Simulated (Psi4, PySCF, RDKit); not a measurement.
Torsional profile of SMILES C/C=C\F, singlet. Scanned: dihedral H5–C1–C2–C3; all other coordinates were relaxed at B3LYP-D3(BJ)/def2-SVP. Heavy atoms are numbered in the order of the SMILES C/C=C\F, hydrogens after them in the order of the atoms that carry them; the mirror image has the same energies with the sign of each dihedral reversed.

Levels of theory: MMFF94 // B3LYP-D3(BJ)/def2-SVP (RDKit); RKS-B3LYP/6-31G* = restricted B3LYP/6-31G*, spherical d // B3LYP-D3(BJ)/def2-SVP in PySCF 2.14.0; HF/cc-pVTZ // B3LYP-D3(BJ)/def2-SVP (Psi4).

Energies in kcal/mol, each method relative to its own lowest point.

```
φ / °  MMFF94  RKS-B3LYP/6-31G*  HF/cc-pVTZ
-----  ------  ----------------  ----------
0        0.00              0.00        0.00
10       0.11              0.08        0.09
20       0.45              0.30        0.32
30          …              0.61        0.65
40       1.43              0.94        0.98
50       1.83              1.18        1.24
60       1.99              1.28        1.33
70          …              1.17        1.24
80          …              0.92        0.99
90       0.97              0.61        0.65
100      0.48              0.30        0.33
110         …                 …        0.09
```

Task: Some entries are withheld; supply them.

Result: 
- 30, MMFF94: 0.93
- 70, MMFF94: 1.85
- 80, MMFF94: 1.46
- 110, MMFF94: 0.13
- 110, RKS-B3LYP/6-31G*: 0.08
